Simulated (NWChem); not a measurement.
NiH₂O₂, triplet; SMILES [OH][Ni][OH]

```xyz
5

Ni     0.0000     0.0543     0.0223
O     -1.7476     0.0582    -0.0899
H     -2.2577     0.2791     0.6966
O      1.7476     0.0583    -0.0899
H      2.2577     0.2789     0.6967
```
Atoms are numbered in this order, from 1.

Level: PBE0/def2-SVP, spin-unrestricted (NWChem), optimised geometry, unscaled harmonic frequencies. This spin state was assumed; another may lie lower.

| frequency (cm⁻¹) | IR intensity (km/mol) |
|---|---|
| 48 | 0.8 |
| 167 | 9.3 |
| 485 | 0.0 |
| 635 | 1.3 |
| 646 | 239.9 |
| 702 | 56.1 |
| 804 | 91.0 |
| 3901 | 131.4 |
| 3902 | 39.9 |

zero-point energy: 16.1 kcal/mol
thermal correction to the enthalpy at 298.15 K (with zero-point energy): 19.9 kcal/mol
heat capacity Cv: 14.5 cal/(mol K)
entropy at 298.15 K and 1 atm (symmetry number 1, electronic part: spin degeneracy alone): 72.2 cal/(mol K)
dipole moment: 2.77 D

Rigid rotor and harmonic oscillator; modes under 100 cm⁻¹ make the entropy uncertain.
